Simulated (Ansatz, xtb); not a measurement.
**C3H8SeSi2: which of two isomers lies lower**

Structure a is `C#C[SiH2][Se][SiH2]C`, a singlet and structure b is `CC1=C[SiH2][Se][SiH2]1`, a singlet. Both are isolated molecules in the gas phase, relaxed with B3LYP-D3(BJ)/def2-SVP; each stands in its lowest conformer found.

Quicker runs give these differences E(b) − E(a): GFN2-xTB −33.1 kcal/mol; HF/STO-3G −38.1 kcal/mol (at GFN2-xTB geometries); r2SCAN-D4/def2-SVP −32.5 kcal/mol (at GFN2-xTB geometries).

Task: Estimate E(b) − E(a) at the level CCSD(T)/def2-SVP + ΔMP2/def2-TZVPP.

Result: Calculated at CCSD(T)/def2-SVP + ΔMP2/def2-TZVPP: E(b) − E(a) = −27.0 kcal/mol, so structure b lies lower.

The same difference at several levels:

```csv
level,geometry,E(b) − E(a) (kcal/mol),departure from the last row (kcal/mol),"job, with rough time for the two"
GFN2-xTB,GFN2-xTB,−33.1,−6.1,"optimisation, 0.42 s"
HF/STO-3G,GFN2-xTB,−38.1,−11.1,"single point, 0.6 s"
r2SCAN-D4/def2-SVP,GFN2-xTB,−32.5,−5.5,"single point, 4.9 s"
B3LYP-D3(BJ)/def2-SVP,B3LYP-D3(BJ)/def2-SVP,−30.9,−3.9,"optimisation, 1.8 min"
HF/def2-SVP,B3LYP-D3(BJ)/def2-SVP,−27.6,−0.6,part of the CCSD(T) run
MP2/def2-SVP,B3LYP-D3(BJ)/def2-SVP,−28.2,−1.2,part of the CCSD(T) run
CCSD(T)/def2-SVP,B3LYP-D3(BJ)/def2-SVP,−29.4,−2.4,single point
CCSD(T)/def2-SVP + ΔMP2/def2-TZVPP,B3LYP-D3(BJ)/def2-SVP,−27.0,,"single point, 95 s"
```

As drawn, b has 1 C–C, 1 C=C in place of 1 C≡C. Structure a has no ring, b a 5-membered ring.

The levels shown agree on the order. The largest departure from CCSD(T)/def2-SVP + ΔMP2/def2-TZVPP is that of HF/STO-3G, 11.1 kcal/mol. The last row adds to CCSD(T) the change of the MP2 difference between the two basis sets, here +2.4 kcal/mol.

With thermal terms from frequencies at re-optimised GFN2-xTB minima (ideal gas, soft modes damped towards free rotors, one conformer each, 298.15 K, 1 atm): the zero-point term adds +2.5 kcal/mol; ΔH is −25.7 and ΔG −22.6 kcal/mol.

The correlated steps freeze 22 core orbitals; the filled d shell of Se is correlated, in a basis made for valence electrons. Programs: Ansatz 0.2.0, xtb 6.7.1; the last row on 4 threads of Arm Neoverse V1 on a shared host.
